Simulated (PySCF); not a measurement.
**Correlation energy of Cs⁴³⁺ (caesium, charge +43)**

[Ne] 3s2, closed-shell 1S. Computed with PySCF 2.14 in an even-tempered Gaussian basis (18 s from 8.8 bohr⁻², ratio 2.5; 12 p from 11 bohr⁻², ratio 2.5; 4 d from 42 bohr⁻², ratio 2.7; 4 f from 63 bohr⁻², ratio 2.7), with scalar relativity by spin-free X2C-1e. Frozen: 1s2; 10 electrons correlated; the 21 highest virtual orbitals of each spin left out.

```tsv
level	correlation energy (mhartree)
CCSD	-487.38
(T)	-0.83
CCSD(T)	-488.21
```

Diagnostics: T1 = 0.00021, D1 = 0.0007, largest double amplitude 0.054.

Task: Is a single reference adequate?

Result: Yes, within this model without spin-orbit coupling: T1 lies below 0.03 and no double amplitude reaches 0.07.

At this charge the one-electron X2C treatment keeps the bare 1/r₁₂, with no two-electron picture change or Breit term. The effect here is smaller than on the frozen 1s shell; and a scalar Hamiltonian misses the large spin-orbit splitting of the p shells, which matters for ns² → np² pairs.
